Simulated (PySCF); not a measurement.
## How good is the calculation?

Molfile (atoms numbered from 1):
```
C6H6O2S
     RDKit          3D

 15 15  0  0  0  0  0  0  0  0999 V2000
   -2.8140    0.2282   -0.0128 C   0  0  0  0  0  0  0  0  0  0  0  0
   -1.4176    0.4568   -0.0322 O   0  0  0  0  0  0  0  0  0  0  0  0
   -0.6492   -0.6383    0.0429 C   0  0  0  0  0  0  0  0  0  0  0  0
   -1.0935   -1.7565    0.1169 O   0  0  0  0  0  0  0  0  0  0  0  0
    0.7876   -0.3009    0.0209 C   0  0  0  0  0  0  0  0  0  0  0  0
    1.3488    1.0105   -0.0557 C   0  0  0  0  0  0  0  0  0  0  0  0
    2.7155    0.9854   -0.0553 C   0  0  0  0  0  0  0  0  0  0  0  0
    3.3214   -0.6240    0.0361 S   0  0  0  0  0  0  0  0  0  0  0  0
    1.7497   -1.2832    0.0767 C   0  0  0  0  0  0  0  0  0  0  0  0
   -3.2885    1.2010   -0.1858 H   0  0  0  0  0  0  0  0  0  0  0  0
   -3.1301   -0.1779    0.9603 H   0  0  0  0  0  0  0  0  0  0  0  0
   -3.1060   -0.4872   -0.7951 H   0  0  0  0  0  0  0  0  0  0  0  0
    0.7491    1.9184   -0.1074 H   0  0  0  0  0  0  0  0  0  0  0  0
    3.4054    1.8265   -0.1054 H   0  0  0  0  0  0  0  0  0  0  0  0
    1.5745   -2.3561    0.1401 H   0  0  0  0  0  0  0  0  0  0  0  0
  1  2  1  0
  2  3  1  0
  3  4  2  0
  3  5  1  0
  5  6  1  0
  6  7  2  0
  7  8  1  0
  8  9  1  0
  9  5  2  0
  1 10  1  0
  1 11  1  0
  1 12  1  0
  6 13  1  0
  7 14  1  0
  9 15  1  0
M  END
```

PySCF calculation with structure optimised with PBE0-D3(BJ)/def2-SVP and PBE0/pcSseg-1 with gauge-including orbitals; no solvent, one conformer, averaged over atoms made equivalent by symmetry, fast rotation or ring inversion, no relativistic terms.

Reference values: estimated from measurements, as parent shift plus tabulated substituent increment (solution, not stated per compound (mostly CDCl3 or CCl4); Pretsch, Buehlmann, Badertscher, Structure Determination of Organic Compounds, 4th ed. (2009)).
| atoms | quantity | reference | computed | computed, scaled |
| --- | --- | --- | --- | --- |
| H15 | δ 1H | 7.98 | 8.19 | 7.99 |
| H13 | δ 1H | 7.43 | 7.56 | 7.39 |
| H14 | δ 1H | 7.15 | 7.06 | 6.91 |

Computed shifts are σ(ref) − σ with the named reference compound (TMS for H and C) calculated as an isolated molecule at the same level. The measured values may be among those fitted. Empirical linear scaling, fitted to shifts measured mostly in CDCl3 for H and C (δ vs TMS): 1H: δ = 29.91 − 0.950σ (rms 0.21 ppm, 511 shifts, 0.22 ppm with the 3 outliers that the fit left out). Occasional misses reach two or three times the rms, and more in compound classes unlike the fitted ones.

Problem. How far are the unscaled 1H shifts from the references?

Solution. Mean signed difference +0.08 ppm, mean absolute 0.14 ppm over 3 comparisons; the largest is +0.21 ppm at H15 (hydrogen on an aromatic CH next to the ring sulfur).
